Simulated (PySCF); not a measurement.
**Electron correlation in S⁺ (sulfur, charge +1)**

[Ne] 3s2 3p3, high-spin 4S determinant. Computed with PySCF 2.14 in aug-cc-pVDZ-DK (5s4p2d, 27 functions), with scalar relativity by spin-free X2C-1e. Frozen: [Ne]; 5 electrons correlated.

MP2 pair energies summed by pair of shells (mhartree):

```tsv
pair	energy	share (%)
3s-3p	-45.00	64.6
3p-3p	-16.92	24.3
3s-3s	-7.71	11.1
```

Total MP2 correlation energy: -69.63 mhartree.

Same-spin part -18.94 and opposite-spin part -50.69 mhartree; SCS-MP2 scales them by 1/3 and 6/5 to -67.14 mhartree.

| level | correlation energy (mhartree) |
| --- | --- |
| CCSD | -88.29 |
| (T) | -1.17 |
| CCSD(T) | -89.46 |

Diagnostics: T1 = 0.0018, D1 = 0.0050, largest double amplitude 0.052.

Cost of the coupled-cluster step: 0.13 s of wall time on 1 thread of Neoverse-V2 (shared host), for 5 correlated electrons.
